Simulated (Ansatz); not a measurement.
Reaction (ligand exchange at the Si–N bond): `BN([SiH2][SiH3])[SiH2]Cl` + `O[SiH](Cl)Cl` → `Cl[SiH2]O[SiH](Cl)Cl` + `BN[SiH2][SiH3]`

Calculated with Ansatz (gas phase, PBE0-D4/def2-TZVP geometries, no zero-point term in ΔE). CCSD(T)/CBS adds triple-zeta CCSD(T) − MP2 to the extrapolated MP2 energy (def2 sets, frozen cores). This one scheme is used for every species. DFT in def2-TZVPP. One conformer a species, not always the lowest.

`BN([SiH2][SiH3])[SiH2]Cl`:

Cartesian coordinates in Å:
```
B -1.083 1.611 -0.328
N -0.796 0.232 -0.422
Si 0.848 -0.263 -0.851
Si 2.314 0.063 0.944
Si -2.007 -0.961 -0.077
Cl -1.421 -2.075 1.550
H -0.218 2.406 -0.574
H -2.177 1.978 -0.009
H 0.783 -1.707 -1.211
H 1.280 0.505 -2.047
H 3.698 -0.297 0.533
H 2.288 1.491 1.357
H 1.907 -0.784 2.095
H -2.134 -1.909 -1.205
H -3.281 -0.289 0.244
```

`O[SiH](Cl)Cl`:

```xyz
6

O    -0.876    0.597    0.820
Si    0.222    0.124   -0.275
Cl   -0.561   -1.261   -1.554
Cl    1.846   -0.724    0.625
H    -1.264   -0.053    1.409
H     0.633    1.316   -1.024
```

`Cl[SiH2]O[SiH](Cl)Cl`:

Cartesian coordinates in Å:
```
Cl -2.180 -0.654 -1.696
Si -0.354 0.246 -1.516
O 0.422 -0.347 -0.205
Si 0.539 -0.350 1.406
Cl -1.176 0.380 2.228
Cl 2.094 0.837 1.963
H 0.453 -0.094 -2.702
H -0.574 1.698 -1.366
H 0.776 -1.716 1.889
```

`BN[SiH2][SiH3]`:

Cartesian coordinates in Å:
```
B 1.621 -1.692 -0.297
N 0.333 -1.259 0.033
Si -0.094 0.208 0.889
Si -1.294 1.669 -0.497
H 2.561 -1.029 0.040
H 1.763 -2.712 -0.909
H -0.434 -1.841 -0.273
H -0.934 -0.129 2.073
H 1.172 0.830 1.350
H -0.457 2.107 -1.646
H -2.503 0.981 -1.031
H -1.734 2.868 0.268
```

Question: Is it downhill or uphill in electronic energy at CCSD(T)/CBS, and by how much? (An estimate is asked.)

Answer: The calculation gave: Downhill: ΔE = -14.1 kcal/mol.

Question: What do these levels give: PBE-D4, ωB97M-V, PBE0, SCS-MP2/def2-TZVPP, CCSD/def2-TZVPP, MP2/def2-QZVPP? (Best estimate.)

Answer: The calculation gave: PBE-D4 -12.7, ωB97M-V -13.9, PBE0 -14.4, SCS-MP2/def2-TZVPP -14.6, CCSD/def2-TZVPP -14.8, MP2/def2-QZVPP -13.5 kcal/mol.

Largest T1 diagnostic among the species: 0.013.

In def2-TZVPP, CCSD(T) changes the Hartree–Fock value by +5.1 kcal/mol (the triples alone add +0.9 kcal/mol) and MP2 by +5.7 kcal/mol. The D4 term adds +2.0 kcal/mol with B3LYP and +1.1 kcal/mol with PBE0; it sums over pairs of atoms, weighted by their polarisabilities, and B3LYP, whose exchange is more repulsive, gets the larger term.

B3LYP here is the variant with VWN-RPA as its local correlation; programs differ in this.
